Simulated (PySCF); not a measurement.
Species: C10H14.
SMILES with atom numbers: `[CH:1]#[C:2][C@@H:3]1[CH2:4][CH2:5][C@@H:6]1[CH2:7][C:8](=[CH2:9])[CH3:10]`

Cartesian coordinates in Å at the GFN2-xTB level; atoms count from 1:
```
atom  x, y, z in Å
C1     2.8473   -1.2518   -1.8021
C2     2.4720   -0.5117   -0.9386
C3     2.0065    0.3521    0.1160
C4     1.9024   -0.2730    1.5245
C5     0.4957    0.3226    1.6700
C6     0.4859    0.6657    0.1706
C7    -0.3713   -0.2752   -0.6763
C8    -1.8400   -0.0890   -0.4134
C9    -2.5306   -0.9459    0.3220
C10   -2.4714    1.1242   -1.0258
H11    3.1845   -1.8918   -2.5618
H12    2.6049    1.2671    0.1207
H13    1.9052   -1.3608    1.4941
H14    2.6468    0.0630    2.2432
H15   -0.2849   -0.3635    1.9907
H16    0.4719    1.2042    2.3078
H17    0.2411    1.7035   -0.0631
H18   -0.1555   -0.0882   -1.7317
H19   -0.0849   -1.3040   -0.4533
H20   -2.0790   -1.8256    0.7496
H21   -3.5807   -0.8107    0.5212
H22   -3.5415    1.1443   -0.8367
H23   -2.3053    1.1314   -2.1026
H24   -2.0309    2.0329   -0.6174
```

NICS is the negative of the GIAO shielding at a point without a nucleus: at the ring centre (0) and 1 Å above and below it (1); zz is the component along the ring normal. Level: GIAO PBE0/pcSseg-1 (PySCF, non-relativistic, gas phase) on the GFN2-xTB geometry, one conformer.

Ring bond lengths (Å), with Mayer bond orders in brackets: C3–C4 1.545 (1.00), C4–C5 1.534 (1.06), C5–C6 1.538 (1.02), C6–C3 1.554 (0.96).

Give the NICS values of each ring in ppm.

| ring | type | NICS(0) | NICS(1), two faces | NICS(1)zz, two faces | rms pucker (Å) | centre to ring atoms, mean (Å) |
| --- | --- | --- | --- | --- | --- | --- |
| C3–C4–C5–C6 | 4-membered carbocycle; formal bonds all single | -0.6 | -0.6 / -0.6 | 5.2 / 2.5 | 0.08 | 1.09 |

What can be read from them?

- C3–C4–C5–C6: mean NICS(1)zz 3.9 ppm, deshielded. C3, C4, C5, C6 have four or more neighbours, so the value isn't read as a sign of a π ring current.

At the first NICS(1) probe listed for ring C3–C4–C5–C6, 1 Å off the ring, what do the in-plane components average?

The isotropic value is a third of the trace: (3 × -0.6 − (5.2))/2 = -3.5 ppm.

List the ring angles and the Hirshfeld charges of the ring atoms.

- C3–C4–C5–C6: C3 89.1° (-0.013 e), C4 89.5° (-0.066 e), C5 90.0° (-0.075 e), C6 89.0° (-0.015 e); sum 357.6° against 360° for a flat convex ring.
